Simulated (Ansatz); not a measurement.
Input file for Ansatz (a program for electronic structure): R-CCSD(T)/def2-SVPD on AsH3 (SMILES [AsH3]) with ghost functions. The run froze 14 orbitals, filled d shells among them.

Ansatz 0.2 input:
```yaml
crystal:
  periodic: [false, false, false]
  atoms:
    - {symbol: As, position_ang: [0.21537326, 0.38394435, 3.14906391]}
    - {symbol: H, position_ang: [0.31419346, 0.51023955, 4.66764707]}
    - {symbol: H, position_ang: [-1.29438952, 0.58418694, 3.16542766]}
    - {symbol: H, position_ang: [0.47302324, 1.87102326, 2.94366207]}
basis:
  gaussian:
    orbitals: def2-SVPD
    ghost_atoms:
      - {symbol: P, position_ang: [-0.02368630, 0.12211135, -0.47461598]}
      - {symbol: H, position_ang: [1.38807192, -0.00196129, -0.46009729]}
      - {symbol: H, position_ang: [-0.23775009, -1.26422134, -0.27260405]}
      - {symbol: H, position_ang: [-0.11148580, 0.02546532, -1.88833417]}
magnetization: {spin_polarized: false}
correlation: {method: ccsd_t, electrons: outside_noble_gas}
scf: {lower_state_search: off}
```

The log:

```
Functional definition: HF
[...]
these checks for a lower state are left out or cut short: stability, starts, cluster_reference, orbital_swaps, neighbouring_geometries, increment
integrals: 0.15 GiB planned
968 factors; integrals over basis functions are off by at most 2.2e-3 eV
mean field: 0.27 GiB planned
mean field evaluation 1: about -60834.7812 eV, gradient 8.4e0 eV
mean field evaluation 2: about -60834.7828 eV, gradient 8.4e0 eV
mean field evaluation 4: about -60835.2016 eV, gradient 6.2e-1 eV
mean field evaluation 8: about -60835.2052 eV, gradient 1.9e-4 eV
mean field -60835.20522325 eV, -2235.6525563711 hartree, gradient 7.7e-7 eV, S^2 0.000000; 0 other end points of the search recorded, 0 dependent functions left out
14 core orbitals not correlated
reference -60835.20522325 eV, -2235.6525563711 hartree; 4, 4 occupied and 92, 92 virtual orbitals, 968 factors
second order -3.58828443 eV of doubles, -0.00000000 eV of singles
coupled cluster: 0.38 GiB planned
cycle   1  -4.14424630 eV  change   -5.6e-1 eV  update   5.8e-2
cycle   2  -4.34466772 eV  change   -2.0e-1 eV  update   2.1e-2
cycle   3  -4.35419590 eV  change   -9.5e-3 eV  update   5.3e-3
cycle   4  -4.35321859 eV  change    9.8e-4 eV  update   1.8e-3
cycle   5  -4.35287154 eV  change    3.5e-4 eV  update   5.2e-4
cycle   6  -4.35282535 eV  change    4.6e-5 eV  update   1.6e-4
cycle   7  -4.35283818 eV  change   -1.3e-5 eV  update   6.2e-5
cycle   8  -4.35284721 eV  change   -9.0e-6 eV  update   2.1e-5
cycle   9  -4.35284565 eV  change    1.6e-6 eV  update   6.5e-6
perturbative correction -0.11706737 eV, -0.0043021465 hartree
Total energy: -60839.67513626 eV, -2235.8168226447 hartree
Checks for a lower state left out: stability, starts, cluster_reference, orbital_swaps, neighbouring_geometries, increment
```

The calculation finished and met its thresholds.

Cost: roughly 2.6 core-seconds.
